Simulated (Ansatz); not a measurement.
`[F][Ge]([F])([F])[I]` + HBr → `[F][Ge]([F])([F])[Br]` + HI at 400 K and 1 bar (ligand exchange at a Ge–I bond).

Isolated molecules relaxed with PBE0-D4/def2-TZVP in Ansatz; ΔE leaves out vibrations. CBS: MP2 limit from def2 TZ/QZ plus the TZ coupled-cluster correction, frozen cores. def2 core potentials past Kr. For Br, Ge, I outer-core shells are correlated without core-valence functions, which leaves a few kJ/mol of doubt a bond. Scalar relativity is left out up to krypton.

```
                species  CCSD(T)/CBS energy (Eh)  H − E (kJ/mol)  S (J/(mol·K))
 `[F][Ge]([F])([F])[I]`              -2673.08048            49.7          373.9
                    HBr              -2573.91920            27.6          207.2
`[F][Ge]([F])([F])[Br]`              -4948.96178            50.0          364.7
                     HI               -298.03592            25.7          215.0
```

H − E and S are ideal-gas, rigid-rotor, harmonic terms from PBE0-D4/def2-TZVP. 1 Eh = 2625.50 kJ/mol, R = 8.31446 J/(mol·K).

By hand: ΔE, ΔH, ΔS and ΔG.

ΔE = (-4948.96178) + (-298.03592) − (-2673.08048) − (-2573.91920) = 0.00198 Eh = 5.2 kJ/mol. Δ(H − E) = 50.0 + 25.7 − 49.7 − 27.6 = -1.6, so ΔH = 3.6 kJ/mol. ΔS = 364.7 + 215.0 − 373.9 − 207.2 = -1.4 J/(mol·K). ΔG = 3.6 − 400 × (-1.4)/1000 = 4.2 kJ/mol.

By hand: the equilibrium constant, and the temperature at which ΔG would vanish if ΔH and ΔS stayed fixed.

log₁₀ K = −ΔG/(RT ln 10) = -0.5. ΔH and −TΔS have one sign here, so there is no such temperature. One of them is within its doubt of zero, so this could turn.

The number of gas molecules stays the same, so ΔS is small and ΔH decides. The sign of ΔG lies within the doubt. A doubt of 5 kJ/mol in ΔE shifts log₁₀ K by 0.7 here. These are equilibria of isolated gas molecules and say nothing of rates. Largest T1 diagnostic: 0.011 (customary marks: 0.02 for closed shells, 0.045 for open ones).
